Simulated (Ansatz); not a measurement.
```yaml
crystal:
  periodic: [false, false, false]
  atoms:
    - {symbol: C, position_ang: [-1.227282, -0.472432, 0.451250]}
    - {symbol: C, position_ang: [0.074977, 0.304768, 0.287858]}
    - {symbol: C, position_ang: [1.249976, -0.633043, 0.030051]}
    - {symbol: Zn, position_ang: [-0.066183, 1.687135, -1.068642]}
    - {symbol: F, position_ang: [-0.193714, 2.941278, -2.294907]}
    - {symbol: H, position_ang: [-2.072613, 0.172743, 0.702478]}
    - {symbol: H, position_ang: [-1.491206, -1.021883, -0.456933]}
    - {symbol: H, position_ang: [-1.131391, -1.213701, 1.254768]}
    - {symbol: H, position_ang: [0.268689, 0.849576, 1.219427]}
    - {symbol: H, position_ang: [2.204796, -0.104586, -0.024732]}
    - {symbol: H, position_ang: [1.129121, -1.191733, -0.902476]}
    - {symbol: H, position_ang: [1.331629, -1.373422, 0.835959]}
basis:
  gaussian: {orbitals: ANO-RCC-VTZP}
hamiltonian: {xc: {name: wB97X-D}}
scf: {lower_state_search: full}
output: {forces: true}
```

```sh
$ ansatz run in.yaml --threads 8 --pin off --events-out ev --progress --plain --max-ram 18278MiB
```

(1) How does Ansatz answer? (Estimate.)

Answers

(1) Computed: The program refused the input.
```
Error: YAML parse error: error: line 18 column 19: hamiltonian.xc: no functional is named "wB97X-D"; the names, which are not case-sensitive, are SVWN5, SPW92, PBE, PBE0, PBEsol, revPBE, revPBE0, RPBE, rPW86-PBE, HSE06, wPBEh, LC-wPBE, HISS, HF, BLYP, B3LYP, B3LYP5, BHLYP, CAM-B3LYP, r2SCAN, r2SCANh, r2SCAN0, r2SCAN50, m-r2SCAN, B97, wB97, wB97X, wB97X-V, B97M-V, wB97M-V, B2PLYP, B2GP-PLYP, PBE0-DH, PBE-QIDH
16 | basis:
17 |   gaussian: {orbitals: ANO-RCC-VTZP}
18 | hamiltonian: {xc: {name: wB97X-D}}
19 | scf: {lower_state_search: full}
20 | output: {forces: true}
```

HSE06 is defined as in plane-wave codes.
